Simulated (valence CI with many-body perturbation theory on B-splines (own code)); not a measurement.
Te19+: E2, E3, M1, M2 decay

Computed by relativistic CI+MBPT: five valence electrons over a frozen Dirac-Fock core [Ar] 3d10, a basis of 9 s, 9 p, 8 d, 6 f, 3 g, 1 h functions for each j, with the one-electron correlation potential Σ1 (screened to all orders), the two-electron term Σ2, the three-electron term Σ3, Breit, model QED; selected single and double excitations, second order for the rest (own B-spline code, finite nucleus).

No measured spectrum was set against this ion. As an estimate, levels hold to about 250 cm⁻¹ or 0.2 % of their energy and the worst to 1 %, as in measured heavy ions of charge 2 to 7; those with d or f electrons hold less well. Among the levels kept, up to 300 cm⁻¹ of a level comes from second order outside the variational space, and about a tenth of that is noise between levels of different J, which matters for small intervals.

Lines 1 to 21 of 21 in falling wavelength, among levels below 1097400 cm⁻¹, chosen from the decays that carry over 1 % of a level's rate. Wavelengths and rates use the calculated energies, so an error of 1000 cm⁻¹ moves a line at 118.1 nm by 1.2 % and its rate by three times that or more. Electric multipoles are in the length gauge, E1 and E2 with the static RPA response of the core. S is in atomic units (e²a₀⁴ for E2 and M2, e²a₀⁶ for E3), for M1 in squared Bohr magnetons. Weak lines are less certain than strong ones. Lines between different terms over intervals too small for the method are left out, as are lines whose strength nearly cancels.

Names give the largest LS component (configuration and term), which can be under half, so a name can repeat, a term be missing and a line seem to break the LS rules; names also repeat where a configuration has a term twice.

| λ vac (nm) | Upper | Lower | Type | A (s⁻¹) | S (a.u.) |
| --- | --- | --- | --- | --- | --- |
| 438.7 | 4s2 4p3 2D°_5/2 | 4s2 4p3 2D°_3/2 | M1 | 6.81e+01 | 1.28e+00 |
| 381.8 | 4s2 4p2 4d 4F_9/2 | 4s2 4p2 4d 4F_7/2 | M1 | 3.42e+02 | 7.05e+00 |
| 173.3 | 4s2 4p2 4d 2G_9/2 | 4s2 4p2 4d 2G_7/2 | M1 | 2.22e+03 | 4.28e+00 |
| 119.5 | 4s2 4p2 4d 4F_9/2 | 4s2 4p2 4d 4F_5/2 | E2 | 1.30e+01 | 2.84e-01 |
| 118.1 | 4s2 4p3 2D°_3/2 | 4s2 4p3 4S°_3/2 | M1 | 1.32e+04 | 3.23e+00 |
| 118.1 | 4s2 4p3 2P°_3/2 | 4s2 4p3 2P°_1/2 | M1 | 3.30e+03 | 8.05e-01 |
| 97.52 | 4s2 4p2 4d 2G_9/2 | 4s2 4p2 4d 4F_9/2 | M1 | 8.45e+03 | 2.90e+00 |
| 93.08 | 4s2 4p3 2D°_5/2 | 4s2 4p3 4S°_3/2 | M1 | 2.54e+03 | 4.55e-01 |
| 93.08 | 4s2 4p3 2D°_5/2 | 4s2 4p3 4S°_3/2 | E2 | 9.23e+01 | 3.46e-01 |
| 86.42 | 4s2 4p3 2P°_3/2 | 4s2 4p3 2D°_5/2 | M1 | 7.03e+03 | 6.73e-01 |
| 81.63 | 4s2 4p2 4d 2G_9/2 | 4s2 4p2 4d 4D_7/2 | M1 | 2.80e+03 | 5.64e-01 |
| 77.68 | 4s2 4p2 4d 2G_9/2 | 4s2 4p2 4d 4F_7/2 | M1 | 6.15e+03 | 1.07e+00 |
| 72.22 | 4s2 4p3 2P°_1/2 | 4s2 4p3 4S°_3/2 | M1 | 1.68e+04 | 4.69e-01 |
| 72.22 | 4s2 4p3 2P°_1/2 | 4s2 4p3 4S°_3/2 | E2 | 2.15e+02 | 7.53e-02 |
| 72.20 | 4s2 4p3 2P°_3/2 | 4s2 4p3 2D°_3/2 | M1 | 3.36e+04 | 1.87e+00 |
| 63.65 | 4s2 4p2 4d 4F_9/2 | 4s 4p4 2D_5/2 | E2 | 1.49e+01 | 1.39e-02 |
| 44.81 | 4s2 4p3 2P°_3/2 | 4s2 4p3 4S°_3/2 | M1 | 1.03e+03 | 1.37e-02 |
| 33.48 | 4s2 4p2 4d 4F_9/2 | 4s 4p4 4P_5/2 | E2 | 2.20e+02 | 8.27e-03 |
| 24.92 | 4s2 4p2 4d 2G_9/2 | 4s 4p4 4P_5/2 | E2 | 1.14e+03 | 9.77e-03 |
| 15.54 | 4s2 4p2 4d 4F_9/2 | 4s2 4p3 2D°_5/2 | M2 | 5.03e+02 | 4.07e-04 |
| 13.32 | 4s2 4p2 4d 4F_9/2 | 4s2 4p3 4S°_3/2 | E3 | 1.71e+01 | 4.04e-01 |
